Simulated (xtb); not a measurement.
H₃O₃Si, doublet, from a rough starting geometry; GFN2-xTB (xtb).

xtb was given this input:
```
$ xtb mol.xyz --gfn 2 --uhf 1 --opt vtight --json

# file mol.xyz
7

O     -0.98676314    -0.94046989    -0.72187507
Si    -0.27649155    -0.21257313     0.53633430
O     -0.35859055     1.42963927     0.08448604
O      1.26128557    -0.68009577     0.68107265
H     -1.61362333    -0.50467656    -1.20478837
H      0.14480982     2.06883901     0.59058503
H      1.68674982    -1.03113184    -0.11355549
```

Output, abridged:

```
   ID    Z sym.   atoms
    1    8 O      1, 3, 4
    2   14 Si     2
    3    1 H      5-7

           -------------------------------------------------
          |                Calculation Setup                |
           -------------------------------------------------

           -------------------------------------------------
          |                 G F N 2 - x T B                 |
           -------------------------------------------------

          ...................................................
          :                      SETUP                      :
          :.................................................:
          :  # basis functions                  25          :
          :  # atomic orbitals                  24          :
          :  # shells                           12          :
          :  # electrons                        25          :
          :  max. iterations                   250          :
          :  Hamiltonian                  GFN2-xTB          :
          :  restarted?                      false          :
          :  GBSA solvation                  false          :
          :  PC potential                    false          :
          :  electronic temp.          300.0000000     K    :
          :  accuracy                    1.0000000          :
          :  -> integral cutoff          0.2500000E+02      :
          :  -> integral neglect         0.1000000E-07      :
          :  -> SCF convergence          0.1000000E-05 Eh   :
          :  -> wf. convergence          0.1000000E-03 e    :
          :  Broyden damping             0.4000000          :
          :  net charge                          0          :
          :  unpaired electrons                  1          :
          ...................................................

 iter      E             dE          RMSdq      gap      omega  full diag
   1    -15.6058748 -0.156059E+02  0.661E+00    4.73       0.0  T
   2    -15.6116661 -0.579134E-02  0.392E+00    4.81       1.0  T
   3    -15.6097723  0.189379E-02  0.102E+00    4.86       1.0  T
   4    -15.6149636 -0.519128E-02  0.520E-01    4.86       1.0  T
   5    -15.6151230 -0.159480E-03  0.153E-01    4.86       1.0  T
   6    -15.6151907 -0.676410E-04  0.371E-02    4.87       1.0  T
   7    -15.6151895  0.116588E-05  0.202E-02    4.87       1.9  T
   8    -15.6151910 -0.145523E-05  0.354E-03    4.87      10.7  T
   9    -15.6151909  0.803910E-07  0.414E-03    4.87       9.1  T
  10    -15.6151910 -0.811545E-07  0.653E-04    4.87      57.9  T
  11    -15.6151910 -0.142733E-08  0.112E-04    4.87     338.5  T

   *** convergence criteria satisfied after 11 iterations ***

         :::::::::::::::::::::::::::::::::::::::::::::::::::::
         ::                     SUMMARY                     ::
         :::::::::::::::::::::::::::::::::::::::::::::::::::::
         :: total energy             -15.518292062931 Eh    ::
         :: gradient norm              0.088534145170 Eh/a0 ::
         :: HOMO-LUMO gap              4.866688238826 eV    ::
         ::.................................................::
         :: SCC energy               -15.615190021855 Eh    ::
         :: -> isotropic ES            0.082965360757 Eh    ::
         :: -> anisotropic ES         -0.003435282965 Eh    ::
         :: -> anisotropic XC         -0.001514493577 Eh    ::
         :: -> dispersion             -0.003006893680 Eh    ::
         :: repulsion energy           0.096897958925 Eh    ::
         :: add. restraining           0.000000000000 Eh    ::
         :: total charge               0.000000000000 e     ::
         :::::::::::::::::::::::::::::::::::::::::::::::::::::

      -----------------------------------------------------------
     |                   =====================                   |
     |                        A N C O P T                        |
     |                   =====================                   |
     |               Approximate Normal Coordinate               |
     |                Rational Function Optimizer                |
      -----------------------------------------------------------
      -----------------------------------------------------------
     |                   =====================                   |
     |                        A N C O P T                        |
     |                   =====================                   |
     |               Approximate Normal Coordinate               |
     |                Rational Function Optimizer                |
      -----------------------------------------------------------

          ...................................................
          :                      SETUP                      :
          :.................................................:
          :   optimization level         verytight          :
          :   max. optcycles                   200          :
          :   ANC micro-cycles                  20          :
          :   degrees of freedom                15          :
          :.................................................:
          :   RF solver                   davidson          :
          :   write xtbopt.log                true          :
          :   linear?                        false          :
          :   energy convergence         0.1000000E-06 Eh   :
          :   grad. convergence          0.2000000E-03 Eh/α :
          :   maxmium RF displ.          1.0000000          :
          :   Hlow (freq-cutoff)         0.1000000E-01      :
          :   Hmax (freq-cutoff)         5.0000000          :
          :   S6 in model hess.         20.0000000          :
          ...................................................

generating ANC from exact Hessian ...
Using Lindh-Hessian (1995)
 Shifting diagonal of input Hessian by    0.0000000000000000
 Lowest  eigenvalues of input Hessian
    0.000000    0.000000    0.000000    0.000000    0.000000    0.000000
[...]
 * total energy  :   -15.5228629 Eh     change       -0.5846762E-05 Eh
 * total energy  :   -15.5228677 Eh     change       -0.4809034E-05 Eh
 * total energy  :   -15.5228707 Eh     change       -0.2975901E-05 Eh
 * total energy  :   -15.5228723 Eh     change       -0.1614578E-05 Eh
 * total energy  :   -15.5228733 Eh     change       -0.1023824E-05 Eh
 * total energy  :   -15.5228740 Eh     change       -0.6265008E-06 Eh
 * total energy  :   -15.5228744 Eh     change       -0.4463359E-06 Eh
 * total energy  :   -15.5228748 Eh     change       -0.4028344E-06 Eh
 * total energy  :   -15.5228754 Eh     change       -0.5410498E-06 Eh
 * total energy  :   -15.5228761 Eh     change       -0.6944540E-06 Eh
 * total energy  :   -15.5228767 Eh     change       -0.6367939E-06 Eh
 * total energy  :   -15.5228770 Eh     change       -0.2615965E-06 Eh
 * total energy  :   -15.5228770 Eh     change       -0.6020142E-07 Eh
   *** GEOMETRY OPTIMIZATION CONVERGED AFTER 22 ITERATIONS ***
[...]
          ...................................................

 iter      E             dE          RMSdq      gap      omega  full diag
   1    -15.6128288 -0.156128E+02  0.212E-05    4.78       0.0  T
   2    -15.6128288 -0.776268E-12  0.141E-05    4.78    2674.4  T
   3    -15.6128288 -0.135003E-12  0.946E-06    4.78    3996.0  T

   *** convergence criteria satisfied after 3 iterations ***

         :::::::::::::::::::::::::::::::::::::::::::::::::::::
         ::                     SUMMARY                     ::
         :::::::::::::::::::::::::::::::::::::::::::::::::::::
         :: total energy             -15.522877015318 Eh    ::
         :: gradient norm              0.000040178309 Eh/a0 ::
         :: HOMO-LUMO gap              4.775741408757 eV    ::
         ::.................................................::
         :: SCC energy               -15.612827774076 Eh    ::
         :: -> isotropic ES            0.082295821975 Eh    ::
         :: -> anisotropic ES         -0.003296445709 Eh    ::
         :: -> anisotropic XC         -0.001486515146 Eh    ::
         :: -> dispersion             -0.002998604737 Eh    ::
         :: repulsion energy           0.089950758758 Eh    ::
         :: add. restraining           0.000000000000 Eh    ::
         :: total charge               0.000000000000 e     ::
         :::::::::::::::::::::::::::::::::::::::::::::::::::::

           -------------------------------------------------
          |                Property Printout                |
           -------------------------------------------------

    * Orbital Energies and Occupations

         #    Occupation            Energy/Eh            Energy/eV
      -------------------------------------------------------------
         1        2.0000           -0.7743050             -21.0699
         2        2.0000           -0.6740783             -18.3426
         3        2.0000           -0.6714013             -18.2698
         4        2.0000           -0.6182081             -16.8223
         5        2.0000           -0.5655788             -15.3902
         6        2.0000           -0.5626925             -15.3116
         7        2.0000           -0.5096604             -13.8686
         8        2.0000           -0.4884513             -13.2914
         9        2.0000           -0.4816272             -13.1057
        10        2.0000           -0.4703445             -12.7987
        11        2.0000           -0.4603280             -12.5262
        12        2.0000           -0.4515192             -12.2865
        13        1.0000           -0.2852032              -7.7608 (HOMO)
        14                         -0.1096979              -2.9850 (LUMO)
        15                         -0.0910811              -2.4784
        16                         -0.0033582              -0.0914
        17                          0.0869441               2.3659
        18                          0.0975655               2.6549
        19                          0.1190622               3.2398
        20                          0.1964650               5.3461
        21                          0.2343385               6.3767
        22                          0.5476409              14.9021
        23                          0.7820970              21.2819
        24                          0.8194083              22.2972
      -------------------------------------------------------------
                  HL-Gap            0.1755053 Eh            4.7757 eV
             Fermi-level           -0.2829059 Eh           -7.6983 eV

     #   Z          covCN         q      C6AA      α(0)
     1   8 O        1.576    -0.477    22.446     6.393
     2  14 Si       2.322     0.537   175.539    28.660
     3   8 O        1.575    -0.483    22.577     6.412
     4   8 O        1.575    -0.479    22.497     6.400
     5   1 H        0.811     0.301     0.716     1.328
     6   1 H        0.810     0.296     0.732     1.343
     7   1 H        0.810     0.304     0.709     1.322

 Mol. C6AA /au·bohr⁶  :        860.398700
 Mol. C8AA /au·bohr⁸  :      32654.971736
 Mol. α(0) /au        :         51.858265

Wiberg/Mayer (AO) data.
largest (>0.10) Wiberg bond orders for each atom

 ---------------------------------------------------------------------------
     #   Z sym  total        # sym  WBO       # sym  WBO       # sym  WBO
 ---------------------------------------------------------------------------
     1   8 O    2.161 --     2 Si   1.162     5 H    0.893
     2  14 Si   3.509 --     1 O    1.162     4 O    1.160     3 O    1.143
     3   8 O    2.148 --     2 Si   1.143     6 H    0.896
     4   8 O    2.149 --     2 Si   1.160     7 H    0.877
     5   1 H    0.909 --     1 O    0.893
     6   1 H    0.912 --     3 O    0.896
     7   1 H    0.908 --     4 O    0.877
 ---------------------------------------------------------------------------

Topologies differ in total number of bonds
Writing topology from bond orders to xtbtopo.mol

molecular dipole:
                 x           y           z       tot (Debye)
 q only:       -0.141       0.179       0.099
   full:        0.028       0.371      -0.310       1.231
molecular quadrupole (traceless):
                xx          xy          yy          xz          yz          zz
 q only:        1.142       0.255      -0.774      -1.012       1.786      -0.368
  q+dip:        1.618       0.226      -0.535      -0.806       2.631      -1.083
   full:        1.858       0.158      -0.215      -0.188       3.141      -1.643

optimized geometry written to: xtbopt.xyz

           -------------------------------------------------
          | TOTAL ENERGY              -15.522877015318 Eh   |
          | GRADIENT NORM               0.000040178309 Eh/α |
          | HOMO-LUMO GAP               4.775741408757 eV   |
           -------------------------------------------------

normal termination of xtb
```
